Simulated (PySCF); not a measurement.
AsH₂, SMILES [AsH2], multiplicity 2.

Geometry: PBE0-D3(BJ)/def2-TZVPD. The isomer is the one that the SMILES or the coordinates give; other isomers of the formula were not compared.

Calculation: B3LYP/def2-TZVPD in PySCF.

The molecule is in vacuum.

Computed frontier levels, dipole moment and polarisability:
The α spin, highest occupied and lowest empty level is -6.54 and -0.05 eV. The β spin, highest occupied and lowest empty level comes out as -8.11 and -3.52 eV. The dipole moment comes out as 0.040 e·Å and the quadrupole, principal values (traceless, Buckingham form, about the centre of nuclear charge) is -0.93, -0.11, 1.03 D·Å. The mean static polarisability is 34.3 bohr³ (5.09 Å³) and the polarisability, principal values is 31.4, 35.5, 36.1 bohr³. The ⟨S²⟩ is 0.753 (pure state 0.75).
